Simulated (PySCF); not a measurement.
# Assigning NMR signals

Mapped SMILES: `[CH3:1][O:2][CH2:3][AlH2-:4][N+:5]([CH3:6])([CH3:7])[CH3:8]`. Hydrogens are named by the atom that carries them.

One averaged value for each set of equivalent atoms, gas phase, one computed conformer, non-relativistic. Geometry from PBE0-D3(BJ)/def2-SVP; shielding tensors at KT2/pcSseg-1 (GIAO); PySCF 2.14.

Scale: $^{13}$C and $^{1}$H vs TMS (reference shieldings calculated alike).

Task: Assign these signals to the numbered atoms. $^{13}$C{$^{1}$H} NMR (computed): δ 67.1 (CH3), 65.0 (CH2), 49.1 (CH3).

Result: 
```tsv
δ (ppm)	atoms	environment	reason
67.1	C1	methyl carbon bonded to O	deshielded by the electronegative neighbour
65.0	C3	sp3 CH2 bonded to Al and O	the inductive effect lowers its shielding
49.1	C6/C7/C8	methyl carbon bonded to N	deshielded by the electronegative neighbour
```

Task: Assign these signals to the numbered atoms. $^{1}$H NMR (300 MHz, computed): δ 4.13 (br, 2H), 3.23 (s, 3H), 2.90 (t, 2H), 2.36 (s, 9H).

Result: 
| δ (ppm) | atoms | environment | reason |
| --- | --- | --- | --- |
| 4.13 | H(Al4) | hydrogen on an aluminium bonded to C, N | – |
| 3.23 | H(C1) | hydrogen on a methyl carbon bonded to O | its carbon carries O, hence the downfield position |
| 2.90 | H(C3) | hydrogen on an sp3 CH2 bonded to Al and O | its carbon carries O, an electronegative neighbour |
| 2.36 | H(C6)/H(C7)/H(C8) | hydrogen on a methyl carbon bonded to N | its carbon carries N, an electronegative neighbour |

Hydrides on Al or Ga are broadened by the quadrupolar metal nucleus. Shifts are as computed. Against solution values, carbons near 30 ppm lie about +2 ppm off and those near 130 ppm about -5 ppm. Of 1309 compounds with measured shifts, 239 miss one by over three times the rms of a fit or turn the order of signals round; such compounds aren't used in these exercises. No couplings were computed; multiplicities are counted from neighbouring protons, with m where these are inequivalent, close in shift, in a saturated or five-membered ring or joined by F or P, and br s for small geminal =CH2 splittings.
